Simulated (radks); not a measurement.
The numbers below are computed, except where a source is named.
Correlation energies from several functionals, in hartree. Species: Zr4+ [Kr]; Sr+ [Kr] 5s1; Li+ [He]. Code: a radial shooting solver on a logarithmic mesh with Libxc functionals. Model: non-relativistic Kohn-Sham, exchange-only PBE, spin-polarised, spherical densities, point nucleus. Every spin shell is full or empty, so the densities are truly spherical. Functionals are evaluated on that one density, not self-consistently.

functional     Zr4+      Sr+        Li+
PW92        -3.4733  -3.4014   -0.13402
VWN5        -3.4889  -3.4168   -0.13467
PZ          -3.4716  -3.3994   -0.13340
Wigner      -1.9382  -1.9386   -0.10132
Chachiyo    -3.4268  -3.3538   -0.13077
PBE         -1.8537  -1.8237  -0.043994
PBEsol      -2.1161  -2.0840  -0.055835
LYP         -1.8257  -1.8078  -0.047703
PW91        -2.0171  -1.9800  -0.049843
AM05        -3.2169  -3.1462   -0.11670
OP (B88)    -1.7757  -1.7449  -0.060356
revTPSS     -1.8812  -1.8519  -0.047865
r2SCAN      -1.8590  -1.8410  -0.040187
B95         -2.2730  -2.2066  -0.049834
Tao-Mo      -1.7766  -1.7448  -0.030572
